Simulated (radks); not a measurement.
Radial electron density D(r) = 4 pi r^2 rho(r) of an atom or ion with 27 electrons. Calculated with a radial shooting solver on a logarithmic mesh with Libxc functionals: non-relativistic Kohn-Sham, PBEsol, spin-polarised, spherical densities, point nucleus.

| r (bohr) | D(r) (e/bohr) | spin D(r) |
|---|---|---|
| 0.001731 | 0.5655 | -0.00000839 |
| 0.0022 | 0.8894 | -0.0000132 |
| 0.00282 | 1.409 | -0.0000209 |
| 0.003585 | 2.178 | -0.0000323 |
| 0.004557 | 3.327 | -0.0000493 |
| 0.005793 | 5.005 | -0.0000741 |
| 0.007423 | 7.479 | -0.000111 |
| 0.009437 | 10.76 | -0.000159 |
| 0.012 | 15.00 | -0.000221 |
| 0.01525 | 20.09 | -0.000295 |
| 0.01954 | 25.80 | -0.000376 |
| 0.02484 | 30.86 | -0.000447 |
| 0.03158 | 34.23 | -0.000489 |
| 0.04015 | 34.83 | -0.000464 |
| 0.05145 | 32.48 | -0.000246 |
| 0.06541 | 29.12 | 0.000601 |
| 0.08315 | 27.92 | 0.00360 |
| 0.1057 | 31.13 | 0.0131 |
| 0.1355 | 37.23 | 0.0407 |
| 0.1722 | 39.87 | 0.105 |
| 0.2189 | 34.70 | 0.232 |
| 0.2783 | 24.61 | 0.443 |
| 0.3566 | 18.03 | 0.732 |
| 0.4533 | 19.34 | 0.997 |
| 0.5763 | 22.37 | 1.12 |
| 0.7326 | 20.35 | 1.02 |
| 0.9388 | 13.53 | 0.752 |
| 1.193 | 7.003 | 0.460 |
| 1.517 | 2.963 | 0.227 |
| 1.929 | 1.063 | 0.0859 |
| 2.472 | 0.2967 | 0.0215 |
| 3.142 | 0.06214 | 0.00339 |

What is the nuclear charge?

Answer. Z = 29. The innermost maximum, from 1s, lies near 1/Z = 0.0345 bohr (found: 0.0374), and its height grows with Z. The density is that of the copper ion Cu2+ in [Ar] 3d9; the configuration itself is not fixed sharply by these data, and Z only to about a unit. D(r) has 3 maxima, at r = 0.0374, 0.167, 0.600 bohr, and minima at 0.0793, 0.380 bohr, inside which lie 2.10, 10.87 electrons.
